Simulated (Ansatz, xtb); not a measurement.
Ranking isomers of C4H5F3Ge

4 gas-phase structures of C4H5F3Ge, from a drawn sample of its isomers (lower ones may exist). Each was relaxed with GFN2-xTB:

A. `CC#[C][GeH2][C](F)(F)F`, a singlet
B. `C#[C][GeH2][CH2]C(F)(F)F`, a singlet
C. `FC1=[C]([GeH]([F])[F])CC1`, a singlet
D. `C#C[CH2][GeH2][C](F)(F)F`, a singlet

**Question.** Make a reasoned guess at their ranking by r2SCAN-D4/def2-SVP//GFN2-xTB single-point energy.

**Answer.** Calculated order at r2SCAN-D4/def2-SVP//GFN2-xTB: C (0.000), B (2.010), A (2.121), D (2.524) eV.

Energies above the lowest of each column, in eV; the last columns are at r2SCAN-D4/def2-SVP geometries and were run for some of them only (a dash: not run or not comparable):

```tsv
structure	GFN2-xTB	HF/STO-3G	r2SCAN-D4/def2-SVP//GFN2-xTB	r2SCAN-D4/def2-SVP	CCSD(T)/def2-SVP + ΔMP2/def2-TZVPP
C	0.000	0.000	0.000	0.000	0.000
B	2.938	0.446	2.010	1.975	1.990
A	2.776	0.387	2.121	2.154	2.303
D	3.157	1.070	2.524	–	–
```

Every level run on C puts it lowest or level with the lowest. Flexible structures stand in one conformer each, not always the lowest. Frequencies (GFN2-xTB) were run for A, B, C alone. ΔMP2 is the change of the MP2 energy from the smaller to the larger basis.

Over these structures GFN2-xTB departs from r2SCAN-D4/def2-SVP//GFN2-xTB by 0.277 eV on average once a common shift is removed. A GFN2-xTB relaxation took about 0.095 s and the r2SCAN-D4/def2-SVP//GFN2-xTB energy about 2.2 s on a shared host (Ansatz 0.2.0, xtb 6.7.1).
